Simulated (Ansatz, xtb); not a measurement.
**A geometry optimisation of FHMgNP with r2SCAN-D4/def2-SVP**

The starting geometry of this gas-phase singlet was built from a drawn formula by distance geometry and a force field; its bonds are those of `N#[P](F)[MgH]`.

| atom | x (Å) | y (Å) | z (Å) |
| --- | --- | --- | --- |
| F | -3.1633 | 2.6522 | -0.0266 |
| Mg | -2.1235 | -0.2528 | 1.0388 |
| N | -2.7294 | 2.5261 | 2.5592 |
| P | -3.2972 | 1.8637 | 1.4042 |
| H | -1.2644 | -1.8095 | 0.8081 |

Problem. Predict what becomes of its bonds when it is optimised with r2SCAN-D4/def2-SVP.

Solution. It rearranges to `FP=[N][MgH]`. Contacts that open: Mg2–P4 (2.45 → 3.42 Å). Contacts that close: Mg2–N3 (3.23 → 1.91 Å).

The energy falls by 2.57 eV over 23 steps:

```
step  E − E(last) (eV)
   1             2.575
   3             2.074
   6             1.051
   8             0.448
  11             0.097
  13             0.043
  16             0.013
  18             0.005
  21             0.001
  23             0.000
```

Final geometry (Å):

| atom | x (Å) | y (Å) | z (Å) |
| --- | --- | --- | --- |
| F | -2.9022 | 3.5113 | 0.4048 |
| Mg | -1.8747 | -0.3594 | 1.3808 |
| N | -3.1136 | 1.0968 | 1.3833 |
| P | -3.8558 | 2.4204 | 1.2014 |
| H | -0.8315 | -1.6894 | 1.4133 |

From the same start GFN2-xTB ends elsewhere, differing in F1–Mg2 (1.80 against 4.12 Å here), F1–P4 (2.37 against 1.65 Å here), Mg2–P4 (2.75 against 3.42 Å here).

The end wasn't checked by frequencies. Run with Ansatz 0.2.0, 100 s on 1 thread of Intel(R) Xeon(R) Processor @ 2.50GHz (Skylake/Cascade Lake) (shared host).
